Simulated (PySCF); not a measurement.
B97-3 single point of singlet TaH5 at its PBE0 minimum.

An equivalent PySCF input for this run (the driver started from the density of an earlier step):

```python
from pyscf import gto, scf, dft
mol = gto.M(atom='''
Ta    -0.004082    -0.006962     0.000000
H      0.412471     0.703497     1.548583
H      0.412471     0.703497    -1.548583
H      1.748367    -0.079759    -0.000000
H     -0.923424     1.486754    -0.000000
H     -0.909478    -1.551174     0.000000''',
    basis={'Ta': 'def2-TZVP', 'H': 'def2-TZVP'},
    ecp={'Ta': 'def2-TZVP'},
    charge=0, spin=0)
mf = dft.RKS(mol, xc='HYB_GGA_XC_B97_3')
mf.grids.atom_grid = (75, 302)
aux = {'Ta': 'def2-universal-JKFIT', 'H': 'def2-universal-JKFIT'}
mf = mf.density_fit(auxbasis=aux)
mf.conv_tol = 1e-08
mf.diis_space = 10
mf.max_cycle = 60
mf.verbose = 4
mf.kernel()
```

Excerpt of the output:

```
init E= -59.9110185689337
  HOMO = -0.323461762467141  LUMO = -0.100251555378844  gap/eV = 6.07386
cycle= 1 E= -59.9113909741632  delta_E= -0.000372  |g|= 0.0168  |ddm|= 0.0897
  HOMO = -0.324866110147899  LUMO = -0.105923195677863  gap/eV = 5.95774
cycle= 2 E= -59.9112530329213  delta_E= 0.000138  |g|= 0.0273  |ddm|= 0.041
  HOMO = -0.323153034212935  LUMO = -0.101875371776191  gap/eV = 6.02127
cycle= 3 E= -59.9114823886465  delta_E= -0.000229  |g|= 0.000348  |ddm|= 0.026
  HOMO = -0.323277952880324  LUMO = -0.101963257623548  gap/eV = 6.02228
cycle= 4 E= -59.911482425209  delta_E= -3.66e-08  |g|= 0.000149  |ddm|= 0.000638
  HOMO = -0.323298901071197  LUMO = -0.101983113383777  gap/eV = 6.02231
cycle= 5 E= -59.9114824302491  delta_E= -5.04e-09  |g|= 7.21e-05  |ddm|= 0.000175
  HOMO = -0.323291828695372  LUMO = -0.1019890593832  gap/eV = 6.02196
Extra cycle  E= -59.9114824299691  delta_E= 2.8e-10  |g|= 7.93e-05  |ddm|= 0.000112
converged SCF energy = -59.9114824299691
```

With an element this heavy the missing spin–orbit coupling can shift these numbers.

This run, together with those of the ionised and electron-attached species (not shown), took 3.7 s on 2 threads of a shared Arm Neoverse V1 host, with 70 basis functions; the process peaked at 0.99 GiB.
